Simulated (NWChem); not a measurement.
Species: CH3ClOZn; SMILES [Zn]([Cl])[O]C

```xyz
7

Zn     0.2972    -0.0861    -0.0023
Cl    -0.3640    -2.0850     0.0040
O      1.0380     1.5336    -0.0094
C      0.3026     2.7325     0.0053
H     -0.3326     2.8628     0.9164
H      1.0184     3.5864    -0.0067
H     -0.3654     2.8650    -0.8816
```
Atoms are numbered in this order, from 1.

Level: PBE-D3(BJ)/def2-SVP (NWChem), optimised geometry, unscaled harmonic frequencies. 

Problem. List the harmonic frequencies with IR intensities, and the thermochemistry.

Solution. 
| frequency (cm⁻¹) | IR intensity (km/mol) |
|---|---|
| 77 | 5.0 |
| 87 | 5.3 |
| 144 | 18.1 |
| 229 | 15.0 |
| 393 | 12.6 |
| 613 | 51.4 |
| 1111 | 212.3 |
| 1125 | 0.0 |
| 1151 | 18.1 |
| 1418 | 1.6 |
| 1422 | 4.3 |
| 1429 | 48.4 |
| 2878 | 139.5 |
| 2933 | 71.9 |
| 2981 | 42.9 |

| Quantity | Value |
|---|---|
| zero-point energy | 25.7 kcal/mol |
| thermal correction to the enthalpy at 298.15 K (with zero-point energy) | 30.1 kcal/mol |
| heat capacity Cv | 17.1 cal/(mol K) |
| entropy at 298.15 K and 1 atm (symmetry number 1) | 80.0 cal/(mol K) |
| dipole moment | 1.51 D |

Rigid rotor and harmonic oscillator; modes under 100 cm⁻¹ make the entropy uncertain.
